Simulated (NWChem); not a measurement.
# GaH3SO2; SMILES [OH][Ga]([OH])[SH]

```xyz
7

Ga    -0.0133     0.3048     0.0000
O     -1.5434     1.2109     0.0000
H     -1.4611     2.1693     0.0000
O      1.5903     1.0814     0.0000
H      1.5904     2.0436     0.0000
S     -0.0848    -1.8772     0.0000
H      1.2651    -1.9628     0.0000
```
Atoms are numbered in this order, from 1.

Computed with NWChem. Geometry: optimised at PBE0/def2-SVP.

For level PBE/def2-SVPD:

```
Quantity                     Result
---------------------------  ------
highest occupied level (eV)   -6.62
orbital gap (eV)               4.51
dipole (D)                     2.19
```

Question: Estimate the same quantities for level PBE/def2-SVP.

Answer: 
- highest occupied level (eV) = -6.22
- orbital gap (eV) = 4.66
- dipole (D) = 2.63
